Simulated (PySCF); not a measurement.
CH₅BClNO. Atoms are numbered in the order given.

```xyz
10

B      0.1919     0.0721     0.0000
Cl    -0.3856     1.7662     0.0000
O     -0.7609    -0.8956     0.0000
C     -0.4246    -2.2627     0.0000
H      0.1593    -2.5406     0.8970
H     -1.3541    -2.8501     0.0000
H      0.1593    -2.5406    -0.8970
N      1.5757    -0.1714     0.0000
H      2.2493     0.5827     0.0000
H      1.9858    -1.0963     0.0000
```

Geometry: B3LYP-D3(BJ)/def2-SVP. The structure was generated by enumeration, and PubChem lists no compound with its InChIKey, so it may never have been made. One conformer was computed; it need not be the lowest.

Level of theory: PBE/def2-TZVP in PySCF.

ESP charges are fitted to the potential on shells at 1.4 to 2.0 van der Waals radii. Atomic charges (e):

```tsv
atom	Löwdin	Mulliken	ESP fit	IAO
B1	-1.28	0.26	0.44	0.33
Cl2	0.51	-0.21	(withheld)	-0.13
O3	0.35	-0.21	-0.29	-0.37
C4	-0.33	-0.24	(withheld)	-0.22
H5	0.11	0.12	0.09	0.13
H6	0.12	0.14	0.11	0.16
H7	0.11	0.12	0.09	0.13
N8	0.04	-0.45	-0.82	-0.60
H9	0.19	0.24	(withheld)	0.29
H10	0.18	0.22	(withheld)	0.28
```

Complete the blanks. (An estimate is asked for; the answer gives what the named calculation found.)


- Cl2, ESP fit: -0.20
- C4, ESP fit: -0.13
- H9, ESP fit: 0.36
- H10, ESP fit: 0.35

Give the Mayer and Wiberg (Löwdin basis) orders of the bonds. (Estimate from the structure and the level; the computed values follow.)


| bond | Mayer | Wiberg |
|---|---|---|
| B1–Cl2 | 1.20 | 2.03 |
| B1–O3 | 1.31 | 1.86 |
| O3–C4 | 0.96 | 1.43 |
| C4–H5 | 0.96 | 0.93 |
| C4–H6 | 0.97 | 0.93 |
| C4–H7 | 0.96 | 0.93 |
| B1–N8 | 1.32 | 1.83 |
| N8–H9 | 0.91 | 0.89 |
| N8–H10 | 0.91 | 0.89 |
